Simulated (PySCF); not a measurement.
Compound: C₅H₁₁OP.
Numbering: `[CH3:1][C@@H:2]1[CH2:3][CH2:4][P@@:5]1([CH3:6])=[O:7]` (hydrogens: H8, H9, H10 on C1; H11 on C2; H12, H13 on C3; H14, H15 on C4; H16, H17, H18 on C6)

Theory: PBE0-D3(BJ)/def2-SVP geometry optimisation, gas phase (PySCF 2.14.0).

Question: What internal coordinates does the optimisation give?

Answer: 
```json
{"bond": "C1–C2", "length (pm)": "151.2"}
{"bond": "C2–C3", "length (pm)": "154.8"}
{"bond": "C3–C4", "length (pm)": "154.5"}
{"bond": "C4–P5", "length (pm)": "184.2"}
{"bond": "P5–C6", "length (pm)": "182.0"}
{"bond": "P5=O7", "length (pm)": "149.3"}
{"bond": "C2–P5", "length (pm)": "184.8"}
{"bond": "C1–H8, C1–H9, C1–H10", "length (pm)": "110.1"}
{"bond": "C2–H11", "length (pm)": "110.4"}
{"bond": "C3–H12", "length (pm)": "110.2"}
{"bond": "C3–H13", "length (pm)": "110.0"}
{"bond": "C4–H14", "length (pm)": "110.1"}
{"bond": "C4–H15", "length (pm)": "109.9"}
{"bond": "C6–H16, C6–H17, C6–H18", "length (pm)": "109.9"}
```

Bonds in one row agree within 1 pm and their mean is given. A selection of angles:
```json
{"angle": "C2–C1–H8", "degrees": "111.6"}
{"angle": "H8–C1–H9", "degrees": "107.9"}
{"angle": "C1–C2–C3", "degrees": "120.0"}
{"angle": "C1–C2–P5", "degrees": "122.5"}
{"angle": "C1–C2–H11", "degrees": "110.7"}
{"angle": "C3–C2–P5", "degrees": "88.0"}
{"angle": "C3–C2–H11", "degrees": "108.8"}
{"angle": "P5–C2–H11", "degrees": "104.1"}
{"angle": "C2–C3–C4", "degrees": "98.3"}
{"angle": "C2–C3–H12", "degrees": "110.5"}
{"angle": "C2–C3–H13", "degrees": "114.6"}
{"angle": "C4–C3–H12", "degrees": "111.1"}
{"angle": "C4–C3–H13", "degrees": "114.9"}
{"angle": "H12–C3–H13", "degrees": "107.4"}
{"angle": "C3–C4–P5", "degrees": "88.3"}
{"angle": "C3–C4–H14", "degrees": "112.1"}
{"angle": "C3–C4–H15", "degrees": "118.0"}
{"angle": "P5–C4–H14", "degrees": "108.4"}
{"angle": "P5–C4–H15", "degrees": "119.2"}
{"angle": "H14–C4–H15", "degrees": "109.3"}
{"angle": "C4–P5–C6", "degrees": "105.8"}
{"angle": "C4–P5–O7", "degrees": "123.7"}
{"angle": "C6–P5–O7", "degrees": "113.6"}
{"angle": "C2–P5–C4", "degrees": "78.7"}
{"angle": "C2–P5–C6", "degrees": "106.5"}
{"angle": "C2–P5–O7", "degrees": "123.1"}
{"angle": "P5–C6–H16", "degrees": "108.6"}
{"angle": "P5–C6–H17", "degrees": "112.8"}
{"angle": "P5–C6–H18", "degrees": "107.8"}
{"angle": "H16–C6–H17", "degrees": "109.6"}
{"angle": "H16–C6–H18", "degrees": "108.3"}
```

Dihedral angles: C1–C2–C3–C4 -148° (anticlinal); C2–C3–C4–P5 21° (synperiplanar); C3–C4–P5–C6 86° (synclinal); C1–C2–P5–C4 143° (anticlinal).

The 3 C–P bonds span 1.820 Å (P5–C6, drawn single) to 1.848 Å (C2–P5, drawn single), a spread of 0.028 Å. Of the pairs four or more bonds apart, C3···H17 is among the closest relative to their van der Waals radii: 2.95 Å, 102 % of the sum of Bondi's values. The 4-membered ring C2–C3–C4–P5 has internal angles of 78.7° to 98.3° (sum 353°, against 360° for a flat polygon); it is puckered, 0.14 Å rms from its mean plane, widest ring torsion 21°. P5 (phosphoryl phosphorus) has angles from 78.7° to 123.7°. The C–C distances run from 1.512 Å (C1–C2, drawn single) to 1.548 Å (C2–C3, drawn single), a spread of 0.036 Å.

Point group: C1 (no symmetry element, even within 0.4 Å). Whether it is a minimum is left open (no frequencies). One conformer, not necessarily the lowest.
